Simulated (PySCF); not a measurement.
Core binding energy against partial charge

C₄H₁₄BN.
Z-matrix (Å and degrees, PBE0-D3(BJ)/def2-SVP geometry), rows numbered from 1:
```
B 
N   1  1.6310
C   2  1.4681  1  111.17
C   2  1.4760  1  111.40  3  -127.54
C   4  1.5194  2  115.14  1  -168.61
C   5  1.5209  4  111.71  2   175.45
H   1  1.2264  2  105.74  3   -56.14
H   1  1.2271  2  105.82  3    63.90
H   1  1.2267  2  105.69  3  -176.00
H   2  1.0221  1  104.69  3   116.37
H   3  1.0997  2  112.12  1   173.90
H   3  1.0960  2  108.50  1    52.29
H   3  1.0980  2  108.22  1   -64.91
H   4  1.1012  2  106.60  1    67.24
H   4  1.0993  2  106.14  1   -45.93
H   5  1.1024  4  110.56  2   -62.56
H   5  1.1052  4  109.24  2    54.04
H   6  1.1014  5  111.22  4    60.46
H   6  1.0996  5  111.30  4  -179.56
H   6  1.1012  5  111.36  4   -59.37
```

Binding energies: delta-SCF UKS SCAN, pcX-2 on the ionised atom, pcseg-1 elsewhere, spin-free X2C in PySCF 2.14.0. Charges: PBE0/pcSseg-1 ground-state density, for the ionised atom.

| atom | environment | C 1s (eV) | Mulliken (e) | IAO (e) | Hirshfeld (e) | ESP (e) |
| --- | --- | --- | --- | --- | --- | --- |
| C6 | methyl carbon | 291.15 | -0.280 | -0.408 | -0.108 | -0.415 |
| C5 | chain CH2 carbon | 291.29 | -0.299 | -0.255 | -0.066 | +0.197 |
| C4 | sp3 carbon bound to nitrogen | 291.93 | -0.038 | -0.148 | 0.000 | -0.127 |
| C3 | N-methyl carbon | 292.11 | -0.115 | -0.304 | -0.042 | -0.388 |

**Question.** Give the correlation coefficient and slope of binding energy on charge for each scheme.

**Answer.** Mulliken: r = 0.90, slope 3.4 eV per e; Hirshfeld: r = 0.81, slope 8.5 eV per e; IAO: r = 0.53, slope 2.3 eV per e; ESP: r = -0.25, slope -0.4 eV per e. Mulliken charges have the highest r, on only 4 points.

**Question.** The point-charge model writes a binding energy as kq + V + constant, with V the potential of the other atoms' charges at the site. What does it give with the ESP charges?

**Answer.** V = Σ 14.40 eV Å × q/r over all other atoms: +6.04 eV at C6, -2.00 eV at C5, +2.70 eV at C4, +5.79 eV at C3. Fitting binding energy − V to q gives k = 12.7 eV per e and leaves an rms residual of 0.31 eV, against 0.40 eV for the fit on q alone. The model has no term for differences in relaxation between sites.

Geometry: PBE0-D3(BJ)/def2-SVP, one conformer, isolated molecule.
